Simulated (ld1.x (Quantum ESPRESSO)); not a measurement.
# An all-electron radial function and its pseudo partner (scandium (Sc))

Columns: radius, all-electron u(r) and pseudo u(r) of the 4p shell (level -1.21 eV) of scandium in the configuration [Ar] 3d2 4s1 4p0; PW91, scalar-relativistic, RRKJ scheme, ld1.x (Quantum ESPRESSO) 7.5.

```json
{"r (bohr)": "0.202", "all-electron": "0.0885", "pseudo": "0.0010"}
{"r (bohr)": "0.405", "all-electron": "-0.0132", "pseudo": "0.0043"}
{"r (bohr)": "0.607", "all-electron": "-0.1183", "pseudo": "0.0105"}
{"r (bohr)": "0.810", "all-electron": "-0.1588", "pseudo": "0.0205"}
{"r (bohr)": "1.012", "all-electron": "-0.1438", "pseudo": "0.0352"}
{"r (bohr)": "1.215", "all-electron": "-0.0962", "pseudo": "0.0555"}
{"r (bohr)": "1.418", "all-electron": "-0.0341", "pseudo": "0.0815"}
{"r (bohr)": "1.620", "all-electron": "0.0315", "pseudo": "0.1128"}
{"r (bohr)": "1.822", "all-electron": "0.0951", "pseudo": "0.1484"}
{"r (bohr)": "2.025", "all-electron": "0.1542", "pseudo": "0.1872"}
{"r (bohr)": "2.228", "all-electron": "0.2074", "pseudo": "0.2272"}
{"r (bohr)": "2.430", "all-electron": "0.2540", "pseudo": "0.2661"}
{"r (bohr)": "2.632", "all-electron": "0.2947", "pseudo": "0.3026"}
{"r (bohr)": "2.835", "all-electron": "0.3297", "pseudo": "0.3354"}
{"r (bohr)": "3.037", "all-electron": "0.3592", "pseudo": "0.3633"}
{"r (bohr)": "3.240", "all-electron": "0.3837", "pseudo": "0.3866"}
{"r (bohr)": "3.442", "all-electron": "0.4033", "pseudo": "0.4049"}
{"r (bohr)": "3.645", "all-electron": "0.4185", "pseudo": "0.4191"}
{"r (bohr)": "3.847", "all-electron": "0.4294", "pseudo": "0.4295"}
{"r (bohr)": "4.050", "all-electron": "0.4366", "pseudo": "0.4366"}
{"r (bohr)": "4.252", "all-electron": "0.4404", "pseudo": "0.4404"}
{"r (bohr)": "4.455", "all-electron": "0.4411", "pseudo": "0.4411"}
{"r (bohr)": "4.658", "all-electron": "0.4391", "pseudo": "0.4391"}
{"r (bohr)": "4.860", "all-electron": "0.4349", "pseudo": "0.4349"}
{"r (bohr)": "5.062", "all-electron": "0.4288", "pseudo": "0.4288"}
{"r (bohr)": "5.265", "all-electron": "0.4212", "pseudo": "0.4212"}
```

Question: How many radial nodes do the two functions have?

Answer: The all-electron 4p function has n − l − 1 = 2; the pseudo-wave has 0, since the states of the same l below it are removed with the core.

Question: At about which radius was the pseudo-wave matched?

Answer: 4.05 bohr, where the columns begin to agree (steps of 0.20 bohr).

Question: Is the pseudo-wave norm-conserving?

Answer: Yes: the RRKJ scheme keeps the norm inside the radius equal to the all-electron one, which fixes the energy derivative of the logarithmic derivative at the level.
